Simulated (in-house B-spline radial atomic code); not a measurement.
# Ionising Bi⁺ with different functionals

Computed with a B-spline radial code for spherical atoms: scalar-relativistic (spin-free X2C) Hamiltonian, Fermi nucleus of rms radius 5.5211 fm, spin-polarised at highest spin, spherical fractional occupations for the functionals, the average over the highest-spin determinants for Hartree-Fock. The ionisation energy is the difference of two self-consistent energies, [Xe] 4f14 5d10 6s2 6p2 → [Xe] 4f14 5d10 6s2 6p1, without Breit or QED terms; ε is the level of the shell that loses the electron (its least bound occupied spin orbital). There is no spin-orbit coupling in this Hamiltonian.

Hybrids are left out here: with spherical fractional occupations of an open shell their exact exchange keeps a self-interaction that integer-occupation calculations don't have.

```
           method          rung  ΔSCF (eV)  -ε(6p) (eV)
     Hartree-Fock  Hartree-Fock      15.33        15.61
         LDA VWN5           LDA      16.03        12.24
         LDA PW92           LDA      16.03        12.23
LDA exchange-only           LDA      15.09        11.37
              PBE           GGA      15.82        12.08
           PBEsol           GGA      15.88        12.12
             BLYP           GGA      15.66        11.85
             RPBE           GGA      15.75        12.03
             PW91           GGA      15.89        12.14
             BP86           GGA      15.96        12.20
             AM05           GGA      15.83        12.08
             OLYP           GGA      15.61        11.88
             TPSS      meta-GGA      15.78        12.09
             SCAN      meta-GGA      16.03        12.43
           r2SCAN      meta-GGA      16.05        12.39
          revTPSS      meta-GGA      15.79        12.10
```

Task: How do they compare with the NIST value?

Result: NIST lists 16.703 eV ± 0.004 (measured, ground level to ground level). Errors run from -1.61 to -0.65 eV. The correlated functionals all miss on the same side by more than they spread, so the cause is common to them (spin-orbit coupling, Breit-QED terms, multiplet and fine-structure energies, or a listed next ion that isn't the cheapest removal here) and closeness doesn't rank the functionals. Hartree-Fock also lacks correlation.
